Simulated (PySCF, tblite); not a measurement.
Isomers of [C6H12P]+ (charge +1). All values are computed: GFN2-xTB (tblite) harmonic vibrations without scaling, gas phase. Errors from tens to a few hundred cm⁻¹ against measured bands are possible. Modes of hydrogen on phosphorus can be 10 to 20 % off. One conformer each.

Electronic energies: PBE0/pcSseg-1 single points on the GFN2-xTB geometries (PySCF, gas phase).

| SMILES | electronic energy, lowest = 0 (kcal/mol) |
| --- | --- |
| C=C[C@@H]1C[PH2+][C@@H]1C | 23.3 |
| CC[C@@H](C)[PH+]1C=C1 | 39.0 |
| C=C[P+]1(C)CCC1 | 0.0 |
| C=C[P@@H+](C)/C=C/C | 7.0 |

Q: How do GFN2-xTB zero-point energies change the relative energies?

A: 
```
                   SMILES  ZPE (kcal/mol)  of it from modes above 1550 cm⁻¹  electronic (kcal/mol)  with ZPE, lowest = 0 (kcal/mol)  lowest mode (cm⁻¹)  rings
          C=C[P+]1(C)CCC1           100.5                              54.2                    0.0                              0.0                  60      1
      C=C[P@@H+](C)/C=C/C            98.0                              55.9                    7.0                              4.5                  37      0
C=C[C@@H]1C[PH2+][C@@H]1C            99.4                              52.6                   23.3                             22.2                  76      1
    CC[C@@H](C)[PH+]1C=C1            99.3                              53.2                   39.0                             37.7                  44      1
```

The zero-point energies span 2.5 kcal/mol, from `C=C[P@@H+](C)/C=C/C` to `C=C[P+]1(C)CCC1`. The order is unchanged.

Q: And how do the electronic energies of GFN2-xTB itself compare?

A: `C=C[P+]1(C)CCC1` 0.0; `C=C[P@@H+](C)/C=C/C` 9.0; `C=C[C@@H]1C[PH2+][C@@H]1C` 13.1; `CC[C@@H](C)[PH+]1C=C1` 40.7 kcal/mol, lowest = 0. Against the energies above, taken from the same isomer `C=C[P+]1(C)CCC1`, the largest difference is 10.2 kcal/mol.

Q: What do entropy and thermal enthalpy add at 298.15 K and 1 bar (rigid rotor, harmonic oscillator, one conformer each)?

A: 
```json
{"SMILES": "C=C[P+]1(C)CCC1", "point group": "Cs", "symmetry number": "1", "S (cal/(mol K))": "93.3", "H − H(0) (kcal/mol)": "6.40", "ZPE + H − H(0) − TS (kcal/mol)": "79.1"}
{"SMILES": "C=C[P@@H+](C)/C=C/C", "point group": "C1", "symmetry number": "1", "S (cal/(mol K))": "101.2", "H − H(0) (kcal/mol)": "7.20", "ZPE + H − H(0) − TS (kcal/mol)": "75.0"}
{"SMILES": "C=C[C@@H]1C[PH2+][C@@H]1C", "point group": "C1", "symmetry number": "1", "S (cal/(mol K))": "89.8", "H − H(0) (kcal/mol)": "6.02", "ZPE + H − H(0) − TS (kcal/mol)": "78.7"}
{"SMILES": "CC[C@@H](C)[PH+]1C=C1", "point group": "C1", "symmetry number": "1", "S (cal/(mol K))": "95.7", "H − H(0) (kcal/mol)": "6.69", "ZPE + H − H(0) − TS (kcal/mol)": "77.5"}
```
